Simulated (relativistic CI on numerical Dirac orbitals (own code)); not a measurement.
# Energy levels of As¹⁵⁺

Computed by Dirac-Coulomb-Breit CI, separate exchange-only KLI orbitals for each configuration, a model potential for QED, unscaled Slater integrals (own radial code, finite nucleus).

CI space (outside the closed core [Ne]): 3s²3p⁶, 3s²3p⁵3d, 3s3p⁶3d, 3s²3p⁵4s, 3s²3p⁵4p, 3s²3p⁵4d, 3s3p⁶4s, 3s²3p⁵4f, 3s3p⁶4p, 3p⁶3d², 3p⁵3d³, 3p⁵3d²4s, 3p⁵3d²4p, 3p⁵3d²4d. Double excitations out of closed p, d and f shells are left out; levels of such configurations are missing from the list, as are those of other unlisted configurations, and high levels can miss mixing partners. These lack a partner that the ground configuration has and come out too high: 3s²3p⁵4f.

```tsv
No.	Configuration	Term	J	E (eV)	%	Landé g	jj configuration (%)
1	3s²3p⁶	¹S	0	0.000	100		closed (100)
2	3s²3p⁵3d	³P°	0	76.501	100		3p3/2^3 3d3/2 (100)
3	3s²3p⁵3d	³P°	1	77.550	97	1.468	3p3/2^3 3d3/2 (68)
4	3s²3p⁵3d	³P°	2	79.746	89	1.459	3p3/2^3 3d5/2 (61)
5	3s²3p⁵3d	³F°	4	80.995	100	1.249	3p3/2^3 3d5/2 (100)
6	3s²3p⁵3d	³F°	3	81.594	83	1.086	3p3/2^3 3d3/2 (88)
7	3s²3p⁵3d	³F°	2	83.343	69	0.791	3p3/2^3 3d3/2 (60)
8	3s²3p⁵3d	³D°	3	87.092	62	1.207	3p3/2^3 3d5/2 (97)
9	3s²3p⁵3d	¹D°	2	89.301	46	0.938	3p1/2 3p3/2^4 3d3/2 (75)
10	3s²3p⁵3d	³D°	1	89.444	96	0.534	3p1/2 3p3/2^4 3d3/2 (49)
11	3s²3p⁵3d	³D°	2	91.456	56	1.140	3p1/2 3p3/2^4 3d5/2 (78)
12	3s²3p⁵3d	¹F°	3	92.217	51	1.120	3p1/2 3p3/2^4 3d5/2 (91)
13	3s²3p⁵3d	¹P°	1	114.905	99	0.994	3p3/2^3 3d5/2 (51)
14	3s3p⁶3d	³D	1	152.606	100	0.497	3s 3d3/2 (100)
15	3s3p⁶3d	³D	2	153.033	99	1.165	3s 3d3/2 (67)
16	3s3p⁶3d	³D	3	153.792	100	1.332	3s 3d5/2 (100)
17	3s3p⁶3d	¹D	2	161.336	99	0.999	3s 3d5/2 (67)
18	3s²3p⁵4s	³P°	2	278.276	99	1.500	3p3/2^3 4s (99)
19	3s²3p⁵4s	¹P°	1	279.535	51	1.243	3p3/2^3 4s (97)
20	3s²3p⁵4s	³P°	0	285.218	99		3p1/2 3p3/2^4 4s (99)
21	3s²3p⁵4s	³P°	1	286.114	51	1.255	3p1/2 3p3/2^4 4s (97)
22	3s²3p⁵4p	³S	1	297.088	83	1.916	3p3/2^3 4p1/2 (61)
23	3s²3p⁵4p	³D	2	299.863	58	1.145	3p3/2^3 4p1/2 (99)
24	3s²3p⁵4p	³D	3	301.319	100	1.333	3p3/2^3 4p3/2 (100)
25	3s²3p⁵4p	¹P	1	301.926	45	0.997	3p3/2^3 4p3/2 (60)
26	3s²3p⁵4p	³P	2	303.150	67	1.337	3p3/2^3 4p3/2 (99)
27	3s²3p⁵4p	³P	0	305.931	92		3p3/2^3 4p3/2 (62)
28	3s²3p⁵4p	³D	1	306.697	63	0.691	3p1/2 3p3/2^4 4p1/2 (95)
29	3s²3p⁵4p	³P	1	309.017	64	1.392	3p1/2 3p3/2^4 4p3/2 (92)
30	3s²3p⁵4p	³D	2	309.172	41	1.182	3p1/2 3p3/2^4 4p3/2 (99)
31	3p⁶3d²	³F	2	310.406	98	0.671	3d3/2^2 (78)
32	3p⁶3d²	³F	3	311.216	100	1.082	3d3/2 3d5/2 (100)
33	3p⁶3d²	³F	4	312.113	99	1.247	3d5/2^2 (73)
34	3s²3p⁵4p	¹S	0	314.329	92		3p1/2 3p3/2^4 4p1/2 (62)
35	3p⁶3d²	¹D	2	315.702	66	1.156	3d3/2 3d5/2 (74)
36	3p⁶3d²	³P	0	315.918	99		3d3/2^2 (69)
37	3p⁶3d²	³P	1	316.268	100	1.500	3d3/2 3d5/2 (100)
38	3p⁶3d²	³P	2	317.179	68	1.336	3d5/2^2 (92)
39	3p⁶3d²	¹G	4	318.107	99	1.000	3d3/2 3d5/2 (73)
40	3p⁶3d²	¹S	0	328.159	98		3d5/2^2 (69)
41	3s²3p⁵4d	³P°	0	331.289	97		3p3/2^3 4d3/2 (97)
42	3s²3p⁵4d	³P°	1	331.833	90	1.440	3p3/2^3 4d3/2 (62)
43	3s²3p⁵4d	³P°	2	333.071	73	1.404	3p3/2^3 4d5/2 (72)
44	3s²3p⁵4d	³F°	4	333.563	100	1.250	3p3/2^3 4d5/2 (100)
45	3s²3p⁵4d	³F°	3	333.594	56	1.053	3p3/2^3 4d3/2 (99)
46	3s²3p⁵4d	¹D°	2	334.800	41	0.922	3p3/2^3 4d3/2 (77)
47	3s²3p⁵4d	¹P°	1	334.813	67	0.840	3p3/2^3 4d5/2 (65)
48	3s²3p⁵4d	³D°	3	335.241	65	1.224	3p3/2^3 4d5/2 (98)
49	3s²3p⁵4d	³F°	2	340.803	62	0.806	3p1/2 3p3/2^4 4d3/2 (97)
50	3s²3p⁵4d	³D°	2	341.152	53	1.200	3p1/2 3p3/2^4 4d5/2 (92)
51	3s²3p⁵4d	³F°	3	341.389	35	1.138	3p1/2 3p3/2^4 4d5/2 (98)
52	3s²3p⁵4d	³D°	1	341.431	63	0.720	3p1/2 3p3/2^4 4d3/2 (96)
53	3s3p⁶4s	³S	1	351.646	98	2.001	3s 4s (98)
54	3s3p⁶4s	¹S	0	354.805	99		3s 4s (99)
55	3s²3p⁵4f	³D	1	358.593	100	0.499	3p3/2^3 4f5/2 (100)
56	3s²3p⁵4f	³D	2	359.242	90	1.124	3p3/2^3 4f5/2 (57)
57	3s²3p⁵4f	³G	5	359.397	100	1.200	3p3/2^3 4f7/2 (100)
58	3s²3p⁵4f	³G	4	359.996	66	1.041	3p3/2^3 4f5/2 (98)
59	3s²3p⁵4f	³D	3	360.224	69	1.246	3p3/2^3 4f7/2 (85)
60	3s²3p⁵4f	³G	3	361.271	45	0.905	3p3/2^3 4f5/2 (87)
61	3s²3p⁵4f	³F	4	361.773	58	1.147	3p3/2^3 4f7/2 (98)
62	3s²3p⁵4f	³F	2	363.219	52	0.827	3p3/2^3 4f7/2 (55)
63	3s²3p⁵4f	³G	3	367.355	55	0.877	3p1/2 3p3/2^4 4f5/2 (94)
64	3s²3p⁵4f	³F	3	367.766	41	1.137	3p1/2 3p3/2^4 4f7/2 (92)
65	3s²3p⁵4f	³F	4	367.855	39	1.111	3p1/2 3p3/2^4 4f7/2 (97)
66	3s²3p⁵4f	¹D	2	369.454	52	0.881	3p1/2 3p3/2^4 4f5/2 (95)
67	3s3p⁶4p	³P°	0	372.459	98		3s 4p1/2 (98)
68	3s3p⁶4p	³P°	1	372.751	82	1.418	3s 4p1/2 (94)
69	3s3p⁶4p	³P°	2	374.613	97	1.500	3s 4p3/2 (97)
70	3s3p⁶4p	¹P°	1	375.395	83	1.081	3s 4p3/2 (95)
```

Energies count from the lowest computed level; ° marks odd parity. Filled j subshells are mostly left out of the jj labels.

The mean weight of the leading LS term, summed over parents, in these 70 levels is 77 %, and that of the leading jj configuration (from the same eigenvectors) 86 %.

At this charge energies of transitions that change n are usually good to better than 1 %, and those within a shell (Δn = 0) to a few per cent.

LS names give the leading component of a level, which can be under half, so a name can repeat, a term be missing and a line seem to break the LS rules.
